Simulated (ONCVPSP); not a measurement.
Configuration tests for iron (ONCV)

| Item | Value |
| --- | --- |
| Element | Fe |
| Generator | ONCVPSP 4.0.1 |
| Type | optimised norm-conserving Vanderbilt (ONCV) |
| Functional | PBE |
| Relativity | fully relativistic |
| Frozen core | [Ne] |
| Valence charge | 16 |
| Reference configuration | 3s2 3p6 3d6 4s2 |
| Partial waves | 3s+4s: rc 1.20 bohr, ncon 3, nbas 7, qcut 11.6 1/bohr, 2 projectors; 3p: rc 1.15 bohr, ncon 5, nbas 8, qcut 10.5 1/bohr, 1 projector; 3d: rc 1.60 bohr, ncon 3, nbas 8, qcut 8.6 1/bohr, 2 projectors, debl 3.4 Ha |
| Local potential | polynomial inside 0.95 bohr (lpopt 5, dvloc0 0 Ha) |
| Core correction | polynomial model core, fcfact 0.4 |

Open shells are filled in proportion to 2j + 1.

Energies are relative to the spin-unpolarised reference configuration 3s2 3p6 3d6 4s2; without spin polarisation the order of configurations can differ from experiment.

**Question.** Give the all-electron excitation energy and the error of the potential for: 3s2 3p6 3d6 4s1; 3s2 3p6 3d6 4s0; 3s2 3p6 3d5 4s0; 3s2 3p6 3d5 4s2 4p1.

**Answer.**

```csv
valence configuration,charge,ΔE all-electron (eV),error AE − PS (meV)
3s2 3p6 3d6 4s1,+1,8.729,+2.2
3s2 3p6 3d6 4s0,+2,24.933,+9.4
3s2 3p6 3d5 4s0,+3,59.155,+47
3s2 3p6 3d5 4s2 4p1,0,8.746,+109
```

Levels in the configuration 3s2 3p6 3d5 4s0:

| level | all-electron (eV) | pseudo (eV) |
| --- | --- | --- |
| 3s j=1/2 | -131.145 | -131.073 |
| 3p j=3/2 | -96.423 | -96.360 |
| 3p j=1/2 | -98.004 | -97.936 |
| 3d j=5/2 | -43.142 | -42.939 |
| 3d j=3/2 | -43.320 | -43.114 |
